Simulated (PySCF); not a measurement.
**Static response to an electric field**

Species: C5H8P2.
Structure used (GFN2-xTB), in Å, numbered top down from 1:
```
atom  x, y, z in Å
P1     2.7920    0.5886    0.0649
P2     1.1326   -0.7679   -0.3294
C3     0.2343   -0.5429    1.2287
C4    -1.0697   -0.3075    1.2668
C5    -1.9222   -0.1542    0.0423
C6    -1.1879    0.5190   -1.0791
C7     0.1059    0.3539   -1.3157
H8     3.5120   -0.3964    0.7405
H9     3.4117    0.2730   -1.1439
H10    0.8150   -0.6567    2.1352
H11   -1.5796   -0.1979    2.2151
H12   -2.2441   -1.1484   -0.2918
H13   -2.8240    0.4115    0.2859
H14   -1.7770    1.1814   -1.6995
H15    0.5967    0.8527   -2.1419
```

Level: wB97X-D/def2-SVPD (PySCF), static field, nuclei fixed, core orbitals frozen in the response. The polarisability tensor in these axes (au):

```
x   147.28   3.05  -1.54
y     3.05  84.48  -4.23
z    -1.54  -4.23  94.63
```

Problem. What are the eigenvalues, a third of the trace, and Δα (Δα² = ½Σ(αi − αj)² over the three pairs)?

Solution. Principal values 82.86, 96.04 and 147.49 au; mean 108.80 au = 16.12 Å³ = 17.94 × 10⁻⁴⁰ C²·m²/J; Δα = 59.15 au (54 % of the mean).

Problem. What is the dipole moment, and where does it point?

Solution. (-1.02, 0.19, 0.12) D, 1.04 D in size, pointing from the negative to the positive side. Measured along this direction, the outermost atoms are H8 and H9 at the negative end and H13 at the positive end.

Problem. In TDDFT the mean static polarisability is Σ f/ω² over all singlet excitations (ω in hartree). How much of it do the 8 lowest give? Their energies (eV) and oscillator strengths: 4.92, 0.0139; 5.19, 0.2640; 5.73, 0.0201; 6.00, 0.0257; 6.50, 0.0282; 6.65, 0.0155; 6.68, 0.0003; 6.74, 0.0060.

Solution. They add up to 9.53 au, 8.8 % of the 108.80 au; the largest single term is 7.26 au, from the state at 5.19 eV. Terms in order: 0.42, 7.26, 0.45, 0.53, 0.49, 0.26, 0.00, 0.10 au. Higher excitations give the rest. The strengths listed sum to 0.374.

Problem. Molar refractivity from α?

Solution. Lorentz–Lorenz: R = (4π/3)N_A α = 2.5225 cm³/(mol·Å³) × 16.12 Å³ = 40.7 cm³/mol, in the limit of long wavelengths.

Problem. Find the Langevin capture rate constant for NH4+ (18.034 u) meeting this molecule (130.010 u), k = 2.342 × 10⁻⁹ cm³/s × √(α in Å³ / reduced mass in u).

Solution. The reduced mass is 15.84 u, so k = 2.36 × 10⁻⁹ cm³/s. The formula leaves out the permanent dipole, which adds to the capture rate.

Problem. Give the principal axes and the span of the nuclei along them.

Solution. Largest value along (1.00, 0.05, -0.03), where the nuclei span 6.27 Å; middle along (0.05, -0.33, 0.94), 4.54 Å; least along (-0.04, 0.94, 0.33), 1.71 Å. The response follows the extents in order.

Geometry: GFN2-xTB, one conformer, isolated molecule.
